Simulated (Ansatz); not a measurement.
`[AlH2][C@@H]1[SiH2][C@H]1[SiH3]` + `CC(N)O` → `CC(O)N[SiH3]` + `[AlH2][CH]1C[SiH2]1`  (ligand exchange at the Si–C bond)

Isolated molecules relaxed with PBE0-D4/def2-TZVP in Ansatz; ΔE leaves out vibrations. CCSD(T)/CBS is the MP2 limit (def2-TZVPP, def2-QZVPP) plus CCSD(T) − MP2 in def2-TZVPP, frozen cores. DFT in def2-TZVPP. B3LYP here is the variant with VWN-RPA as its local correlation; programs differ in this. Each species was taken in one conformer, which may not be the lowest.

`[AlH2][C@@H]1[SiH2][C@H]1[SiH3]`:

Z-matrix (Å, degrees):
```
C
Si 1 1.875
C 1 1.548 2 64.2
Al 1 1.916 2 109.5 3 -121.3
H 1 1.091 2 110.8 3 108.4
H 2 1.476 1 119.3 3 -106.3
H 2 1.479 1 118.7 3 104.2
Si 3 1.852 1 118.2 2 112.5
H 3 1.090 1 114.8 2 -107.4
H 4 1.586 1 119.4 2 -111.8
H 4 1.589 1 118.4 2 64.0
H 8 1.490 3 111.7 1 71.9
H 8 1.487 3 110.9 1 -167.0
H 8 1.490 3 108.6 1 -47.0
```

`CC(N)O`:

Cartesian coordinates in Å:
```
C 0.715 -1.065 0.114
C -0.373 -0.019 0.110
N -0.314 0.760 -1.094
O -0.202 0.730 1.311
H 0.664 -1.662 1.025
H 0.616 -1.716 -0.754
H 1.695 -0.580 0.081
H -1.357 -0.506 0.127
H 0.557 1.276 -1.140
H -1.078 1.420 -1.158
H -0.923 1.362 1.378
```

`CC(O)N[SiH3]`:

```xyz
14

C     1.855   -0.564    0.356
C     0.673    0.131   -0.278
O     0.844    0.001   -1.679
N    -0.578   -0.400    0.186
Si   -2.012    0.519    0.414
H     1.824   -0.448    1.440
H     1.829   -1.630    0.112
H     2.789   -0.151   -0.025
H     0.686    1.197   -0.004
H     0.068    0.374   -2.107
H    -0.643   -1.403    0.099
H    -1.726    1.671    1.310
H    -2.586    1.088   -0.844
H    -3.023   -0.383    1.020
```

`[AlH2][CH]1C[SiH2]1`:

Cartesian coordinates in Å:
```
Al -1.835 0.130 -0.432
C -0.229 0.429 0.559
C 0.806 -0.610 1.002
Si 1.196 0.117 -0.642
H -2.163 -1.334 -0.959
H -2.745 1.376 -0.803
H -0.124 1.407 1.028
H 0.475 -1.643 1.045
H 1.433 -0.332 1.844
H 2.252 1.140 -0.781
H 0.934 -0.681 -1.860
```

```tsv
level	ΔE (kJ/mol)	difference from CCSD(T)/CBS
PBE-D4	-26.9	2.4
r2SCAN-D4	-31.9	-2.6
PBE0-D4	-28.2	1.1
B3LYP-D4	-33.3	-4.0
ωB97X-V	-32.0	-2.7
ωB97M-V	-31.5	-2.2
B2PLYP	-34.2	-4.9
PBE	-28.8	0.5
r2SCAN	-32.2	-2.9
PBE0	-29.9	-0.6
B3LYP	-36.5	-7.2
HF/def2-TZVPP	-40.7	-11.4
MP2/def2-TZVPP	-29.3	0.0
SCS-MP2/def2-TZVPP	-32.0	-2.7
CCSD/def2-TZVPP	-32.0	-2.7
CCSD(T)/def2-TZVPP	-30.2	-0.9
HF/def2-QZVPP	-41.2	-11.9
MP2/def2-QZVPP	-28.9	0.4
SCS-MP2/def2-QZVPP	-31.6	-2.3
HF/CBS(def2)	-41.3	-12.0
MP2/CBS(def2)	-28.3	1.0
CCSD/CBS(def2)	-31.0	-1.7
CCSD(T)/CBS	-29.3	0
```

Largest T1 diagnostic among the species: 0.012.

The D4 term adds +3.2 kJ/mol with B3LYP and +1.7 kJ/mol with PBE0; it sums over pairs of atoms, weighted by their polarisabilities, and B3LYP, whose exchange is more repulsive, gets the larger term. In def2-TZVPP, CCSD(T) changes the Hartree–Fock value by +10.4 kJ/mol (the triples alone add +1.7 kJ/mol) and MP2 by +11.4 kJ/mol.
